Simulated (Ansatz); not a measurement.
System: H3Ga, singlet: umbrella (inversion) coordinate, bond length relaxed. Scanned: angle between the Ga-H bonds and the threefold axis (90 = planar). Other coordinates (Ga-H bond length) were minimised at B3LYP/def2-TZVP.

The free coordinates were minimised at B3LYP/def2-TZVP in PySCF; the energy column is full CI/cc-pVDZ, cores with 3d frozen in Ansatz (a program for electronic structure), in kJ/mol.

```json
[
 {"a / °": "90", "Ga-H bond length / Å": "1.570", "E": "0.0"},
 {"a / °": "93.75", "Ga-H bond length / Å": "1.570", "E": "2.8"},
 {"a / °": "95.41", "Ga-H bond length / Å": "1.571", "E": "5.8"},
 {"a / °": "99.16", "Ga-H bond length / Å": "1.573", "E": "16.8"},
 {"a / °": "101.55", "Ga-H bond length / Å": "1.575", "E": "26.6"},
 {"a / °": "104.34", "Ga-H bond length / Å": "1.578", "E": "41.0"},
 {"a / °": "107.87", "Ga-H bond length / Å": "1.582", "E": "63.7"},
 {"a / °": "110.73", "Ga-H bond length / Å": "1.586", "E": "85.7"},
 {"a / °": "114.65", "Ga-H bond length / Å": "1.593", "E": "121.3"},
 {"a / °": "117.53", "Ga-H bond length / Å": "1.599", "E": "151.6"},
 {"a / °": "120.11", "Ga-H bond length / Å": "1.605", "E": "181.8"},
 {"a / °": "123.55", "Ga-H bond length / Å": "1.613", "E": "226.7"},
 {"a / °": "125.95", "Ga-H bond length / Å": "1.619", "E": "261.3"},
 {"a / °": "128.91", "Ga-H bond length / Å": "1.627", "E": "307.9"},
 {"a / °": "132", "Ga-H bond length / Å": "1.637", "E": "361.5"}
]
```
